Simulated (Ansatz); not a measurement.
Ansatz (a program for electronic structure) input for Ga(Cl)2(NHMe) (CH4Cl2GaN), SMILES C[NH][Ga]([Cl])[Cl], B3LYP-D3(BJ)/def2-SVP. 

Ansatz 0.2 input:
```yaml
crystal:
  periodic: [false, false, false]
  atoms:
    - {symbol: Ga, position_ang: [-0.03913878, -0.04500469, 0.12977095]}
    - {symbol: Cl, position_ang: [-0.41658508, -0.93827924, 1.97437939]}
    - {symbol: Cl, position_ang: [1.22147214, 1.60535059, -0.04965972]}
    - {symbol: N, position_ang: [-0.71339863, -0.85525152, -1.38646709]}
    - {symbol: C, position_ang: [-0.67564092, -0.31747086, -2.74560833]}
    - {symbol: H, position_ang: [-1.46921691, -1.52141964, -1.26471075]}
    - {symbol: H, position_ang: [-1.63354410, 0.11518412, -3.05042131]}
    - {symbol: H, position_ang: [-0.40778207, -1.10786749, -3.45274876]}
    - {symbol: H, position_ang: [0.08840101, 0.46062101, -2.79633313]}
basis:
  gaussian:
    orbitals: def2-SVP
hamiltonian:
  xc: b3lyp
  dispersion: d3bj
relax: {f_tol: 0.002, max_steps: 200}
```

Program output:

```
WARN ansatz: RAYON_NUM_THREADS=1 ignored (pool sized by the plan → 1); use --threads N
Functional definition: B3LYP
integrals: 0.07 GiB planned
1219 factors; integrals over basis functions are off by at most 2.9e-4 eV
mean field: 0.67 GiB planned
mean field evaluation 1: about -79996.2025 eV, gradient 6.2e1 eV
mean field evaluation 2: about -79961.0642 eV, gradient 1.3e2 eV
mean field evaluation 4: about -80004.3724 eV, gradient 8.3e0 eV
mean field evaluation 8: about -80004.5217 eV, gradient 5.7e-1 eV
mean field evaluation 16: about -80004.5223 eV, gradient 3.6e-5 eV
mean field -80004.52228960 eV, -2940.1119651300 hartree, gradient 3.6e-5 eV, S^2 0.000000; 0 other end points of the search recorded, 0 dependent functions left out
the calculation of the forces begins
reference -80004.52254136 eV, -2940.1119743819 hartree; 41, 41 occupied and 75, 75 virtual orbitals, 1219 factors
relax step   1: F+E_penalty+E_count = -80004.91024471 eV  Δ(F+E_penalty+E_count) = +0.000e0 eV  max|allowed force component| = 1.655e0 eV/Å  Δτ_max = 0.0000 Å  (28 SCF iters, accepted)
these checks for a lower state are left out or cut short: starts, cluster_reference, orbital_swaps, neighbouring_geometries, increment
integrals: 0.07 GiB planned
1219 factors; integrals over basis functions are off by at most 3.0e-4 eV
mean field: 0.67 GiB planned
mean field -80004.63630598 eV, -2940.1161551547 hartree, gradient 2.0e-5 eV, S^2 0.000000; 0 other end points of the search recorded, 0 dependent functions left out
the calculation of the forces begins
reference -80004.63655920 eV, -2940.1161644603 hartree; 41, 41 occupied and 75, 75 virtual orbitals, 1219 factors
relax step   2: F+E_penalty+E_count = -80005.01892422 eV  Δ(F+E_penalty+E_count) = -1.087e-1 eV  max|allowed force component| = 4.462e-1 eV/Å  Δτ_max = 0.0644 Å  (30 SCF iters, accepted)
these checks for a lower state are left out or cut short: starts, cluster_reference, orbital_swaps, neighbouring_geometries, increment
integrals: 0.07 GiB planned
1219 factors; integrals over basis functions are off by at most 3.0e-4 eV
mean field: 0.67 GiB planned
mean field evaluation 32: about -80004.6477 eV, gradient 1.4e-5 eV
mean field -80004.64771885 eV, -2940.1165745700 hartree, gradient 1.4e-5 eV, S^2 0.000000; 0 other end points of the search recorded, 0 dependent functions left out
the calculation of the forces begins
reference -80004.64797159 eV, -2940.1165838577 hartree; 41, 41 occupied and 75, 75 virtual orbitals, 1219 factors
relax step   3: F+E_penalty+E_count = -80005.03152726 eV  Δ(F+E_penalty+E_count) = -1.260e-2 eV  max|allowed force component| = 1.560e-1 eV/Å  Δτ_max = 0.0338 Å  (30 SCF iters, accepted)
these checks for a lower state are left out or cut short: starts, cluster_reference, orbital_swaps, neighbouring_geometries, increment
integrals: 0.07 GiB planned
1219 factors; integrals over basis functions are off by at most 3.0e-4 eV
mean field: 0.67 GiB planned
mean field -80004.64996096 eV, -2940.1166569660 hartree, gradient 1.0e-5 eV, S^2 0.000000; 0 other end points of the search recorded, 0 dependent functions left out
the calculation of the forces begins
reference -80004.65021342 eV, -2940.1166662435 hartree; 41, 41 occupied and 75, 75 virtual orbitals, 1219 factors
relax step   4: F+E_penalty+E_count = -80005.03405824 eV  Δ(F+E_penalty+E_count) = -2.531e-3 eV  max|allowed force component| = 8.401e-2 eV/Å  Δτ_max = 0.0341 Å  (29 SCF iters, accepted)
these checks for a lower state are left out or cut short: starts, cluster_reference, orbital_swaps, neighbouring_geometries, increment
integrals: 0.07 GiB planned
1219 factors; integrals over basis functions are off by at most 2.9e-4 eV
mean field: 0.67 GiB planned
mean field -80004.65063852 eV, -2940.1166818657 hartree, gradient 1.0e-5 eV, S^2 0.000000; 0 other end points of the search recorded, 0 dependent functions left out
the calculation of the forces begins
reference -80004.65089086 eV, -2940.1166911389 hartree; 41, 41 occupied and 75, 75 virtual orbitals, 1219 factors
relax step   5: F+E_penalty+E_count = -80005.03546146 eV  Δ(F+E_penalty+E_count) = -1.403e-3 eV  max|allowed force component| = 6.177e-2 eV/Å  Δτ_max = 0.0494 Å  (29 SCF iters, accepted)
these checks for a lower state are left out or cut short: starts, cluster_reference, orbital_swaps, neighbouring_geometries, increment
integrals: 0.07 GiB planned
1219 factors; integrals over basis functions are off by at most 2.9e-4 eV
mean field: 0.67 GiB planned
mean field -80004.65082626 eV, -2940.1166887650 hartree, gradient 9.6e-6 eV, S^2 0.000000; 0 other end points of the search recorded, 0 dependent functions left out
the calculation of the forces begins
reference -80004.65107861 eV, -2940.1166980388 hartree; 41, 41 occupied and 75, 75 virtual orbitals, 1219 factors
relax step   6: F+E_penalty+E_count = -80005.03585957 eV  Δ(F+E_penalty+E_count) = -3.981e-4 eV  max|allowed force component| = 2.258e-2 eV/Å  Δτ_max = 0.0282 Å  (29 SCF iters, accepted)
these checks for a lower state are left out or cut short: starts, cluster_reference, orbital_swaps, neighbouring_geometries, increment
integrals: 0.07 GiB planned
1219 factors; integrals over basis functions are off by at most 2.9e-4 eV
mean field: 0.67 GiB planned
mean field -80004.65108710 eV, -2940.1166983507 hartree, gradient 1.0e-5 eV, S^2 0.000000; 0 other end points of the search recorded, 0 dependent functions left out
the calculation of the forces begins
reference -80004.65133948 eV, -2940.1167076257 hartree; 41, 41 occupied and 75, 75 virtual orbitals, 1219 factors
relax step   7: F+E_penalty+E_count = -80005.03598568 eV  Δ(F+E_penalty+E_count) = -1.261e-4 eV  max|allowed force component| = 1.202e-2 eV/Å  Δτ_max = 0.0129 Å  (24 SCF iters, accepted)
these checks for a lower state are left out or cut short: starts, cluster_reference, orbital_swaps, neighbouring_geometries, increment
integrals: 0.07 GiB planned
1219 factors; integrals over basis functions are off by at most 2.9e-4 eV
mean field: 0.67 GiB planned
mean field evaluation 64: about -80004.6513 eV, gradient 1.4e-4 eV
mean field -80004.65126518 eV, -2940.1167048951 hartree, gradient 9.3e-6 eV, S^2 0.000000; 0 other end points of the search recorded, 0 dependent functions left out
the calculation of the forces begins
reference -80004.65151759 eV, -2940.1167141708 hartree; 41, 41 occupied and 75, 75 virtual orbitals, 1219 factors
relax step   8: F+E_penalty+E_count = -80005.03593640 eV  Δ(F+E_penalty+E_count) = +4.928e-5 eV  max|allowed force component| = 2.125e-2 eV/Å  Δτ_max = 0.0141 Å  (29 SCF iters, rejected (line search))
these checks for a lower state are left out or cut short: starts, cluster_reference, orbital_swaps, neighbouring_geometries, increment
integrals: 0.07 GiB planned
1219 factors; integrals over basis functions are off by at most 2.9e-4 eV
mean field: 0.67 GiB planned
mean field -80004.65128973 eV, -2940.1167057970 hartree, gradient 1.7e-5 eV, S^2 0.000000; 0 other end points of the search recorded, 0 dependent functions left out
the calculation of the forces begins
reference -80004.65154212 eV, -2940.1167150724 hartree; 41, 41 occupied and 75, 75 virtual orbitals, 1219 factors
relax step   9: F+E_penalty+E_count = -80005.03603500 eV  Δ(F+E_penalty+E_count) = -4.932e-5 eV  max|allowed force component| = 3.061e-3 eV/Å  Δτ_max = 0.0054 Å  (23 SCF iters, accepted)
these checks for a lower state are left out or cut short: starts, cluster_reference, orbital_swaps, neighbouring_geometries, increment
integrals: 0.07 GiB planned
1219 factors; integrals over basis functions are off by at most 2.9e-4 eV
mean field: 0.67 GiB planned
mean field -80004.65132071 eV, -2940.1167069358 hartree, gradient 6.2e-6 eV, S^2 0.000000; 0 other end points of the search recorded, 0 dependent functions left out
the calculation of the forces begins
reference -80004.65157310 eV, -2940.1167162108 hartree; 41, 41 occupied and 75, 75 virtual orbitals, 1219 factors
relax step  10: F+E_penalty+E_count = -80005.03603882 eV  Δ(F+E_penalty+E_count) = -3.818e-6 eV  max|allowed force component| = 1.149e-3 eV/Å  Δτ_max = 0.0037 Å  (23 SCF iters, accepted)
integrals: 0.07 GiB planned
1219 factors; integrals over basis functions are off by at most 2.9e-4 eV
mean field: 0.67 GiB planned
mean field evaluation 96: about -80004.6513 eV, gradient 9.0e-5 eV
mean field -80004.65132071 eV, -2940.1167069358 hartree, gradient 6.2e-6 eV, S^2 0.000000; 1 other end points of the search recorded, 0 dependent functions left out
the calculation of the forces begins
reference -80004.65157310 eV, -2940.1167162108 hartree; 41, 41 occupied and 75, 75 virtual orbitals, 1219 factors
Total energy: -80005.03629120 eV, -2940.1308543404 hartree
Atom 0 at    -0.036589    -0.100943     0.100238 Å, force    -0.000458    -0.000231    -0.001149 eV/Å
Atom 1 at    -0.402697    -0.947574     2.038688 Å, force     0.000125     0.000064     0.000674 eV/Å
Atom 2 at     1.304474     1.567256    -0.101220 Å, force    -0.000529    -0.000712     0.000012 eV/Å
Atom 3 at    -0.839863    -0.770299    -1.366927 Å, force     0.000924     0.000977     0.001100 eV/Å
Atom 4 at    -0.687318    -0.302056    -2.732874 Å, force     0.000173    -0.000851     0.000475 eV/Å
Atom 5 at    -1.470057    -1.558246    -1.253005 Å, force     0.000102     0.000411    -0.000376 eV/Å
Atom 6 at    -1.644291     0.043019    -3.165895 Å, force    -0.000347     0.000073    -0.000121 eV/Å
Atom 7 at    -0.279108    -1.083884    -3.399575 Å, force     0.000058     0.000086    -0.000535 eV/Å
Atom 8 at     0.010016     0.548590    -2.761229 Å, force    -0.000048     0.000184    -0.000079 eV/Å
Dipole moment:    -0.262471    -0.225143    -0.449149 e Å
```

The calculation finished and met its thresholds.

Cost: around 100 core-seconds (rough).
